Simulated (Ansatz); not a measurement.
Reaction (homolysis of the Cl–Si bond): `N[SiH2]N[SiH](N)Cl` → Cl• + `N[SiH]N[SiH2]N`•

Computed with Ansatz on PBE0-D4/def2-TZVP structures; ΔE is electronic, products minus reactants. CCSD(T)/CBS adds triple-zeta CCSD(T) − MP2 to the extrapolated MP2 energy (def2 sets, frozen cores). This one scheme is used for every species, atoms too. DFT in def2-TZVPP. No spin–orbit coupling; open shells (•) take unrestricted orbitals. Spin–orbit coupling would lower the free atoms: a little for Cl. Each species was taken in one conformer, which may not be the lowest.

`N[SiH2]N[SiH](N)Cl`:

Cartesian coordinates in Å:
```
N -1.023 1.688 -0.143
Si -1.559 0.052 0.002
N -0.342 -1.025 -0.571
Si 1.287 -1.134 -0.059
N 1.565 0.204 0.936
Cl 2.446 -1.257 -1.781
H -0.894 2.086 -1.061
H -1.421 2.371 0.485
H -2.764 -0.285 -0.808
H -1.869 -0.108 1.444
H -0.604 -1.596 -1.362
H 1.650 -2.363 0.680
H 2.366 0.268 1.541
H 1.163 1.099 0.696
```

`N[SiH]N[SiH2]N`•:

Cartesian coordinates in Å:
```
N 1.692 -0.545 0.725
Si 0.454 -1.729 0.798
N -0.959 -0.924 0.197
Si -1.127 0.740 -0.214
N 0.072 1.202 -1.371
H 2.551 -0.651 1.239
H 1.791 0.018 -0.107
H 0.350 -2.135 2.243
H -1.749 -1.510 -0.029
H -2.532 0.869 -0.700
H -0.911 1.666 0.925
H 0.344 2.174 -1.399
H 0.024 0.825 -2.306
```

```csv
level,ΔE (kJ/mol),difference from CCSD(T)/CBS
PBE-D4,487.0,-17.3
r2SCAN-D4,488.2,-16.1
ωB97X-V,501.4,-2.9
B2PLYP,482.8,-21.5
PBE,480.5,-23.8
r2SCAN,486.3,-18.0
PBE0,484.1,-20.2
HF/def2-TZVPP,389.0,-115.3
MP2/def2-TZVPP,510.1,5.8
SCS-MP2/def2-TZVPP,498.0,-6.3
CCSD/def2-TZVPP,478.1,-26.2
CCSD(T)/def2-TZVPP,486.8,-17.5
HF/def2-QZVPP,388.6,-115.7
MP2/def2-QZVPP,520.1,15.8
SCS-MP2/def2-QZVPP,508.8,4.5
CCSD/CBS(def2),495.7,-8.6
CCSD(T)/CBS,504.3,0
```

Largest T1 diagnostic among the species: 0.013.

The D4 term adds +10.3 kJ/mol with B3LYP and +5.8 kJ/mol with PBE0; it sums over pairs of atoms, weighted by their polarisabilities, and B3LYP, whose exchange is more repulsive, gets the larger term. In def2-TZVPP, CCSD(T) changes the Hartree–Fock value by +97.8 kJ/mol (the triples alone add +8.6 kJ/mol) and MP2 by +121.2 kJ/mol; breaking electron pairs costs correlation energy, which Hartree–Fock lacks.

B3LYP here is the variant with VWN-RPA as its local correlation; programs differ in this.

CCSD(T)/CBS has its own doubt, a few kJ/mol and more with outer-core shells, so smaller differences from it don't rank the levels.
